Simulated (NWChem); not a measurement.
Molecule: Si2H5O2Cl; SMILES Cl[SiH2]O[SiH2]O

```xyz
10

O      1.2765    -1.4813    -0.5968
Si    -0.1890    -1.8666     0.0665
O     -1.1820    -0.5211     0.0935
Si    -1.0376     1.1124     0.0194
Cl     0.8038     1.6532     0.8336
H      1.7818    -0.7926    -0.1500
H     -0.0657    -2.3422     1.4724
H     -0.8018    -2.8872    -0.8146
H     -1.0504     1.5979    -1.3833
H     -2.0962     1.7457     0.8417
```
Atoms are numbered in this order, from 1.

Program: NWChem. Pople sets run with spherical d functions. Structure relaxed at the PBE0/def2-SVP level. Vzz is the largest principal value of the second derivative of the potential at the nucleus (NWChem prints the opposite sign); η is the asymmetry. Non-relativistic.

```csv
level,Vzz O1 (a.u.),η O1,Vzz O3 (a.u.),η O3,Vzz Cl5 (a.u.),η Cl5
B3LYP/def2-SVP,1.394,0.53,0.968,0.40,1.873,0.18
B3LYP/6-31G*,1.338,0.55,0.918,0.43,1.874,0.15
PBE/def2-SVP,1.351,0.54,0.955,0.40,1.862,0.20
PBE/6-31G*,(withheld),0.55,(withheld),0.44,(withheld),0.16
```

### Question
Complete the blanks.

### Answer

- PBE/6-31G*, Vzz O1 (a.u.): 1.292
- PBE/6-31G*, Vzz O3 (a.u.): 0.906
- PBE/6-31G*, Vzz Cl5 (a.u.): 1.895
